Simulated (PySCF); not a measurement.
PySCF job for BeCl, SMILES [Cl][Be], multiplicity 2, C-PCM-PBE0/def2-TZVPD. The structure is a stationary point at PBE-D3(BJ)/def2-TZVPD. The multiplicity is an assumed one; other spin states were not compared.

```python
import numpy as np
from pyscf import gto, scf, dft
from pyscf.solvent import pcm

mol = gto.M(
    atom='''
    Be    0.00000000    0.00000000   -1.47163402
    Cl    0.00000000    0.00000000    0.34626683
    ''',
    basis='def2-TZVPD',
    charge=0,
    spin=1,
    max_memory=1600,
    verbose=3,
)
mf = dft.UKS(mol, xc='pbe0').density_fit(auxbasis='def2-universal-jkfit')
mf.grids.level = 3
mf.conv_tol = 1e-9
mf.max_cycle = 100
mf.kernel()
fine, coarse = mf.grids, dft.Grids(mol).set(level=1).build(with_non0tab=True)
for _ in range(3):  # follow internal instabilities
    mf.grids = coarse
    mo, _, stable, _ = mf.stability(return_status=True, nroots=4)
    mf.grids = fine
    if stable:
        break
    mf.kernel(mf.make_rdm1(mo, mf.mo_occ))
res = {}
for name, eps in {'water': 78.355, 'N,N-dimethylformamide': 37.219, 'methanol': 32.613}.items():
    s = mf.PCM()
    s.with_solvent.method, s.with_solvent.eps, s.with_solvent.lebedev_order = 'C-PCM', eps, 29
    s.kernel(mf.make_rdm1())
    res[name] = (s.e_tot, eps, s.dip_moment(), s.mo_energy, s.converged)
    print(f'{name}: electrostatic solvation free energy {(s.e_tot - mf.e_tot) * 627.509474:.3f} kcal/mol')
```

Log of the run:

```

WARN: HOMO -0.170489909857146 >= LUMO -0.170489909857139

converged SCF energy = -474.788786184913  <S^2> = 0.7514165  2S+1 = 2.001416
<class 'pyscf.df.df_jk.DFUKS'> wavefunction is stable in the internal stability analysis

WARN: PCM is an experimental feature. It is still in testing.
Features and APIs may be changed in the future.

converged SCF energy = -474.794305061104  <S^2> = 0.75102544  2S+1 = 2.0010252
Dipole moment(X, Y, Z, Debye): -0.00000, -0.00000, -1.46205
water: electrostatic solvation free energy -3.463 kcal/mol

WARN: PCM is an experimental feature. It is still in testing.
Features and APIs may be changed in the future.

converged SCF energy = -474.794210030758  <S^2> = 0.7510311  2S+1 = 2.0010308
Dipole moment(X, Y, Z, Debye): -0.00000, -0.00000, -1.45252
N,N-dimethylformamide: electrostatic solvation free energy -3.404 kcal/mol

WARN: PCM is an experimental feature. It is still in testing.
Features and APIs may be changed in the future.

converged SCF energy = -474.79418456663  <S^2> = 0.75103263  2S+1 = 2.0010324
Dipole moment(X, Y, Z, Debye): -0.00000,  0.00000, -1.44997
methanol: electrostatic solvation free energy -3.388 kcal/mol
```

The calculation finished and met its thresholds.

Cost: very roughly 15 core-seconds.
